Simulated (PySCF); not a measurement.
C$_{2}$H$_{6}$Zn (SMILES [CH3][Zn][CH3]), singlet, at a GFN2-xTB geometry (such geometries of metal compounds can be far from the true shape) (in this run its highest filled SCF level lies above zero, so its values depend strongly on the basis, on diffuse functions most of all); CAMB3LYP/STO-3G (PySCF).

Input for PySCF:
```python
from pyscf import gto, scf, dft

mol = gto.Mole()
mol.atom = '''
    Zn   -0.00000000    0.00000000   -0.00000000
    C     1.58168783    0.22714311   -1.27171747
    H     2.29051525   -0.59164379   -1.18304619
    H     2.12813446    1.14546039   -1.07473949
    H     1.26208980    0.26198332   -2.30967418
    C    -1.58168783   -0.22714311    1.27171747
    H    -2.12813446   -1.14546039    1.07473949
    H    -2.29051525    0.59164379    1.18304619
    H    -1.26208980   -0.26198332    2.30967418
'''
mol.basis = 'sto-3g'
mol.verbose = 4
mol.build()

mf = dft.RKS(mol)
mf.xc = 'camb3lyp'
mf.kernel()
mf.analyze()
```

The log (banner, timings and long lists left out):

```
PySCF version 2.14.0

[INPUT] verbose = 4
[INPUT] num. atoms = 9
[INPUT] num. electrons = 48
[INPUT] charge = 0
[INPUT] spin (= nelec alpha-beta = 2S) = 0
[INPUT] symmetry False subgroup None
[INPUT] Mole.unit = angstrom
[INPUT] Symbol           X                Y                Z      unit          X                Y                Z       unit  Magmom
[...]
nuclear repulsion = 158.385982166871
number of shells = 20
number of NR pGTOs = 102
number of NR cGTOs = 34
basis = sto-3g
ecp = {}

******** <class 'pyscf.dft.rks.RKS'> ********
method = RKS
initial guess = minao
damping factor = 0
level_shift factor = 0
DIIS = <class 'pyscf.scf.diis.CDIIS'>
diis_start_cycle = 1
diis_space = 8
diis_damp = 0
SCF conv_tol = 1e-09
SCF conv_tol_grad = None
SCF max_cycles = 50
direct_scf = True
direct_scf_tol = 1e-13
XC library pyscf.dft.libxc version 7.1.2
    S. Lehtola, C. Steigemann, M. J. T. Oliveira, and M. A. L. Marques,  SoftwareX 7, 1–5 (2018)
XC functionals = camb3lyp
    T. Yanai, D. P. Tew, and N. C. Handy,  Chem. Phys. Lett. 393, 51 (2004)
radial grids:
    Treutler-Ahlrichs [JCP 102, 346 (1995); DOI:10.1063/1.469408] (M4) radial grids

becke partition: Becke, JCP 88, 2547 (1988); DOI:10.1063/1.454033
pruning grids: <function nwchem_prune>
grids dens level: 3
symmetrized grids: False
atomic radii adjust function: <function treutler_atomic_radii_adjust>
small_rho_cutoff = 0
Set gradient conv threshold to 3.16228e-05
Initial guess from minao.
tot grids = 107728
init E= -1835.31343624529

WARN: HOMO -0.0822819517368162 == LUMO -0.081320914865192

cycle= 1 E= -1831.63478283912  delta_E= 3.68  |g|=    3  |ddm|= 5.79
[...]
cycle= 2 E= -1831.02179711019  delta_E= 0.613  |g|= 2.21  |ddm|= 5.37
[...]
cycle= 3 E= -1837.09158039941  delta_E= -6.07  |g|= 0.86  |ddm|= 5.42
[...]
cycle= 4 E= -1830.45771039027  delta_E= 6.63  |g|= 3.31  |ddm|= 4.78
[...]
cycle= 5 E= -1830.56385739343  delta_E= -0.106  |g|= 3.21  |ddm|= 0.283
[...]
cycle= 6 E= -1830.94977465974  delta_E= -0.386  |g|= 2.93  |ddm|= 1.29
[...]
cycle= 7 E= -1831.30254065638  delta_E= -0.353  |g|= 2.84  |ddm|= 1.57
[...]
cycle= 8 E= -1831.27865056505  delta_E= 0.0239  |g|= 2.86  |ddm|= 0.584
[...]
cycle= 9 E= -1831.24417769469  delta_E= 0.0345  |g|= 2.74  |ddm|= 0.76
[...]
cycle= 10 E= -1837.32453119537  delta_E= -6.08  |g|= 0.306  |ddm|= 4.56
[...]
cycle= 11 E= -1837.3520779155  delta_E= -0.0275  |g|= 0.172  |ddm|= 0.405
[...]
cycle= 12 E= -1837.35447648454  delta_E= -0.0024  |g|= 0.144  |ddm|= 0.0387
[...]
cycle= 13 E= -1837.3617023018  delta_E= -0.00723  |g|= 0.0589  |ddm|= 0.191
[...]
cycle= 14 E= -1837.36322116984  delta_E= -0.00152  |g|= 0.0102  |ddm|= 0.127
[...]
cycle= 15 E= -1837.36324341645  delta_E= -2.22e-05  |g|= 0.0063  |ddm|= 0.00722
[...]
cycle= 16 E= -1837.36325745149  delta_E= -1.4e-05  |g|= 0.000586  |ddm|= 0.0127
[...]
cycle= 17 E= -1837.36325772268  delta_E= -2.71e-07  |g|= 7.47e-05  |ddm|= 0.0022
[...]
cycle= 18 E= -1837.36325773546  delta_E= -1.28e-08  |g|= 4.71e-05  |ddm|= 0.000393
[...]
cycle= 19 E= -1837.36325774661  delta_E= -1.11e-08  |g|= 2.07e-05  |ddm|= 0.0006
[...]
cycle= 20 E= -1837.36325774889  delta_E= -2.28e-09  |g|= 1.14e-06  |ddm|= 0.000412
[...]
cycle= 21 E= -1837.36325774889  delta_E= -5.23e-12  |g|= 5.75e-07  |ddm|= 8.3e-06
[...]
Extra cycle  E= -1837.3632577489  delta_E= -6.14e-12  |g|= 4.28e-07  |ddm|= 3e-06
converged SCF energy = -1837.3632577489
**** SCF Summaries ****
Total Energy =                       -1837.363257748897468
Nuclear Repulsion Energy =             158.385982166870718
One-electron Energy =                -2878.453150253323656
Two-electron Energy =                  882.703910337555612
Two-electron Coulomb Energy =          967.172846136516341
DFT Exchange-Correlation Energy =      -84.468935798960686
HOMO-LUMO gap [eV] =                     3.267390477892621
**** MO energy ****
[...]
 ** Mulliken pop on meta-lowdin orthogonal AOs  **
 ** Mulliken pop  **
[...]
 ** Mulliken atomic charges  **
charge of    0Zn =      1.24040
charge of    1C =     -0.67370
charge of    2H =      0.01783
charge of    3H =      0.01783
charge of    4H =      0.01783
charge of    5C =     -0.67370
charge of    6H =      0.01783
charge of    7H =      0.01783
charge of    8H =      0.01783
Dipole moment(X, Y, Z, Debye):  0.00000, -0.00000, -0.00000
```
